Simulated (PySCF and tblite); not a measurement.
Values are calculated unless marked as measured or tabulated.
System: 3-chlorothiophene-2-carboxylic acid, C5H3ClO2S, numbered as in [O:1]=[C:2]([OH:3])[c:4]1[s:5][cH:6][cH:7][c:8]1[Cl:9].

Motion: rotation about the C4–C2 bond (torsion S5–C4–C2–O1 from 180° to 360°, rising). GFN2-xTB gives an electronic barrier of 5.4 kcal/mol and a reaction energy of 0.6 kcal/mol.

(1) What does PBE0/pcSseg-1 + D3(BJ) give on GFN2-xTB geometries?

Programs: tblite and PySCF.

Answers

(1) A barrier of 7.2 kcal/mol, 1.8 above the tight-binding barrier (from unrounded values), a reaction energy of 0.2 kcal/mol and, with GFN2-xTB thermal terms, ΔG‡(298 K) = 7.5 kcal/mol and k = 4×10⁷ s⁻¹ (2 equivalent paths).
